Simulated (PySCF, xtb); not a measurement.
CH₁₃NSi₄, SMILES [Si@H]([SiH2][SiH3])(N)C[SiH3]. The values are those of a single conformer.

Harmonic wavenumbers (cm⁻¹) from GFN2-xTB (xtb 6.7.1) at its own minimum, in rising order: 8, 29, 34, 59, 103, 112, 150, 165, 180, 220, 329, 388, 435, 441, 485, 488, 509, 531, 558, 596, 622, 667, 691, 706, 778, 787, 794, 802, 803, 821, 829, 835, 847, 886, 1034, 1148, 1470, 1528, 2101, 2120, 2150, 2207, 2214, 2222, 2235, 2254, 2260, 2957, 2972, 3473, 3506.

Task: What does PySCF 2.14.0 with ωB97X-D3(BJ)/def2-SVP give at its own minimum? (Estimate from the structure and the level; the computed values follow.)

Result: 28, 48, 59, 91, 116, 120, 169, 193, 213, 283, 348, 397, 424, 468, 490, 511, 519, 585, 660, 680, 699, 732, 747, 786, 834, 856, 896, 912, 933, 953, 956, 960, 966, 981, 1015, 1088, 1390, 1557, 2208, 2222, 2234, 2235, 2238, 2242, 2248, 2257, 2262, 3083, 3145, 3616, 3711. Paired by order, the mean absolute difference is 62 cm⁻¹ and the zero-point energies are 78.0 and 82.0 kcal/mol.
